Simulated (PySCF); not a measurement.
CH5AlOSe, SMILES [SeH][AlH][O]C. Heavy atoms are numbered as in [AlH:1]([O:3][CH3:4])[SeH:8]. Hydrogens are named by the atom that carries them.

Coordinates come from a PBE-D3(BJ)/def2-SVP optimisation. Other conformers were not sampled.

These are B3LYP/pcSseg-1 (PySCF) values and carry that method's errors.

GIAO shieldings, no solvent; atoms alike by connectivity are averaged. δ = σ(ref) − σ: ¹H against TMS (σ = 31.68 ppm); ¹⁷O against H2O (σ = 333.8 ppm); ¹³C against TMS (σ = 181.3 ppm); ⁷⁷Se against Me2Se (σ = 1647.9 ppm), references at their B3LYP-D3(BJ)/def2-TZVP geometries, non-relativistic.

### Question
Estimate the chemical shifts. (The exact figures need the calculation; the answer reports its results.)

### Answer

```csv
nucleus,atoms,count,δ (ppm)
¹H,H on Al1,1,4.97
¹H,H on C4,3,4.51
¹H,H on Se8,1,0.53
¹⁷O,O3,1,75.3
¹³C,C4 (CH3),1,60.0
⁷⁷Se,Se8 (SeH),1,-414.9
```
